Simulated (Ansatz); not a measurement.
The same path of AlClF2 + H2 (6 atoms, charge 0, multiplicity 1) was run 3 times with different band settings. Lost on the way: Al1–Cl2, H5–H6. Made: Al1–H5, Cl2–H6.

The calculation used RKS PBE0-D4/def2-SVP in Ansatz 0.2.0.

Relaxed end points:

```xyz
6
Properties=species:S:1:pos:R:3
Al 0.006 0.051 0.272
Cl -0.009 0.713 2.245
F 1.426 -0.012 -0.569
F -1.412 -0.089 -0.563
H 0.072 -2.074 0.456
H 0.061 -1.855 1.194
```

```xyz
6
Properties=species:S:1:pos:R:3
Al 0.022 -0.513 -0.309
Cl 0.011 0.004 2.235
F 1.414 0.321 -0.674
F -1.417 0.239 -0.670
H 0.067 -2.071 -0.112
H 0.047 -1.245 2.565
```

Common settings: movable images 5; start path through a guess of the saddle point; force threshold 0.05 eV/Å; iteration limit 60; end points relaxed.

| run | climbing image | spring | optimiser |
| --- | --- | --- | --- |
| 1 | yes | 5.0 eV/Å² | quadratic models (default) |
| 2 | yes | 0.5 eV/Å² | quadratic models (default) |
| 3 | from the first iteration | 5.0 eV/Å² | lbfgs |

Question: What does each run give, and how far can it be trusted?

Answer: Run 1: converged after 10 iterations, highest image 1.334 eV above the first end. A vibrational analysis at the climbing image gives one clearly imaginary mode, 603i cm⁻¹: a first-order saddle point.
Run 2: converged after 10 iterations, highest image 1.335 eV above the first end. Another band between the same ends (5 images) ends at a top of the same energy, where a vibrational analysis finds 1 clearly imaginary mode.
Run 3: converged after 26 iterations, highest image 1.334 eV above the first end. Another band between the same ends (5 images) ends at a top of the same energy, where a vibrational analysis finds 1 clearly imaginary mode.
The orbitals stay closed-shell, which can raise the energy where a bond breaks towards radicals; this wasn't checked here.
